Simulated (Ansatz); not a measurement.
**A rate constant, worked out**

An elementary step of SiH3ClO2, singlet (SiH₃ClO₂ ([OH][SiH]([OH])[Cl]) → SiHClO ([O][SiH][Cl]) + H₂O (still joined by a long Si–O bond); Si–O, O–H broken or loosened, O–H formed or tightened). The start structure is the reactant molecule, and the electronic barrier above it is 2.331 eV by CCSD(T) at an estimated basis limit (MP2 extrapolated from triple and quadruple zeta, plus CCSD(T) − MP2 in triple zeta). Ansatz 0.2.0; basis: def2-TZVPP and def2-QZVPP; cores frozen in the correlated methods. Extrapolation: Hartree–Fock as exp(−7.88 √X), correlation as X^−2.97. Harmonic wavenumbers at PBE0-D4/def2-TZVP (Ansatz 0.2.0), in cm⁻¹:

Start: 178, 190, 252, 320, 364, 533, 777, 797, 842, 870, 917, 995, 2312, 3917, 3928.

Saddle: 707i, 191, 268, 480, 493, 537, 704, 771, 822, 886, 1165, 1396, 2301, 2338, 3817.

Work out the transition-state-theory rate constant at 400 K from these numbers alone (harmonic vibrations; rotation, path degeneracy and anharmonicity left out), and the Wigner tunnelling factor. Use 1 cm⁻¹ = 1.2398 × 10⁻⁴ eV and k_B = 8.617 × 10⁻⁵ eV/K.

Zero-point energies, half the sums: start 17192/2 cm⁻¹ = 1.0658 eV; saddle, real modes only, 16169/2 cm⁻¹ = 1.0024 eV.
Barrier with zero-point energy: 2.331 + 1.0024 − 1.0658 = 2.2676 eV.
k_BT = 0.03447 eV, so the barrier is 65.79 k_BT.
Vibrational partition functions from the zero-point level, ln q = −Σ ln(1 − exp(−hν/k_BT)): start 3.106, saddle 1.983.
k = (k_BT/h) exp(ln q‡ − ln q) exp(−E0/k_BT), with log₁₀(k_BT/h in s⁻¹) = 12.92: log₁₀ k = 12.92 + (-1.123 − 65.79)/2.3026 = -16.14, so k ≈ 7 × 10^(-17) s⁻¹.
Wigner factor: 1 + (hν‡/k_BT)²/24 = 1 + (2.54)²/24 = 1.27. A change of 1 kcal/mol (0.043 eV) in the barrier would change k by a factor of 3.5 at this temperature.

The T1 diagnostic stays at or below 0.015.

Labels in which every atom is bracketed show which atoms are joined, not bond orders.

For scale, one of the runs: CCSD(T)/def2-TZVPP, 188 basis functions, launched by `ansatz run in.yaml --threads 2 --pin off --events-out ev --progress --plain --max-ram 4352MiB`. Time: 64 s of wall clock on 2 CPU threads of an Arm Neoverse V2; the host was shared. Peak host memory: 1.9 GiB.
